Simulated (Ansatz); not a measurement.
Species: [Cd(OH)2] (charge 0, multiplicity 1), formula H$_{2}$CdO$_{2}$.

Q: How many basis functions does frozen-core CCSD(T)/def2-TZVPP // r2SCAN-D4/def2-SVP (Ansatz, a quantum-chemistry and plane-wave program) use, how many core orbitals are frozen, and how many electrons are correlated?

A: 146 basis functions and 2 frozen orbitals, which leaves 34 correlated electrons. Core time is of the order of minutes.
